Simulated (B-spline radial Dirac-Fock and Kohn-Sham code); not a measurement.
# Run log: I⁺

ΔSCF core binding energies without Breit or QED terms, calculated with an atomic code on a B-spline grid. Keys: rel is the Hamiltonian (dirac, or spin-free x2c and nr, where L3 and M5 stand for the whole 2p and 3d shells), method is hf or an exchange,correlation pair (spin-unpolarised, also for the hole states), nuc the nuclear model, radius_factor scales its radius, rmax is the box in bohr, h the logarithmic mesh step, order the B-spline order, points the quadrature points per cell, c_factor scales the speed of light, and damp, ndamp, maxit and tol steer the iteration. The run stops when the commutator error falls below 10·tol·max(1, Z/10), or the numerical noise floor, and the energy has settled to about 1e-8 Ha; the virial ratio is −V/T.

Input (task.json):

```json
{"items": [{"Z": 53, "q": 1, "cfg": [[1, 0, 2], [2, 0, 2], [2, 1, 6], [3, 0, 2], [3, 1, 6], [3, 2, 10], [4, 0, 2], [4, 1, 6], [4, 2, 10], [5, 0, 2], [5, 1, 4]], "A": 127, "rrms": 4.75, "do": "settings", "holes": ["K", "L3", "M5"],
  "settings": [{"rel": "dirac", "method": "hf", "nuc": "fermi", "radius_factor": 1.0, "rmax": 45.0, "h": 0.3, "order": 8, "points": 10, "c_factor": 1.0, "maxit": 60, "damp": 0.5, "ndamp": 3, "tol": 0.0001}]}]}
```

Command: `python xray2_run.py task.json out`

Ground-state iterations:

```
iter   energy (Ha)        error
   1    -7111.64600322  1.79e+00
   2    -7114.30434492  2.62e-01
   3    -7115.35445386  5.63e-02
   4    -7115.41350312  1.55e-02
   5    -7115.41682614  7.44e-03
   6    -7115.41770435  5.49e-04
   7    -7115.41771056  2.48e-04
   8    -7115.41771121  2.85e-05
```

The ground state converged in 8 iterations, with total energy -7115.41771 Ha, virial ratio 1.94344 and highest orbital energy -19.12 eV. ΔSCF binding energies: K (1s) 33303.3 eV, L3 (2p3/2) 4585.4 eV, M5 (3d5/2) 638.8 eV.
